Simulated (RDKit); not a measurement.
Job for RDKit: UFF on Cl2H2 (a complex), monomers drawn apart or pushed together.

```python
from rdkit import Chem
from rdkit.Chem import AllChem, rdDetermineBonds

blocks = [
'''2

Cl    0.16152269    0.47010764    0.07032463
H    -0.60971618   -0.44580183   -0.39279105
''',
'''2

Cl   -0.77457957   -1.12687659    3.75246542
H    -0.35503729   -0.48146270    2.71954594
''',
]
mol = None
for b in blocks:
    f = Chem.MolFromXYZBlock(b)
    rdDetermineBonds.DetermineBonds(f, charge=0)
    mol = f if mol is None else Chem.CombineMols(mol, f)
Chem.SanitizeMol(mol)
print(Chem.MolToSmiles(Chem.RemoveHs(mol)))
ff = AllChem.UFFGetMoleculeForceField(mol, vdwThresh=100.0, ignoreInterfragInteractions=False)
e = ff.CalcEnergy()
print(f'UFF energy {e:.6f} kcal/mol')
```

It printed:

```
Cl.Cl
UFF energy 3.314869 kcal/mol
```

The run finished.

Cost: roughly 0.020 core-seconds.
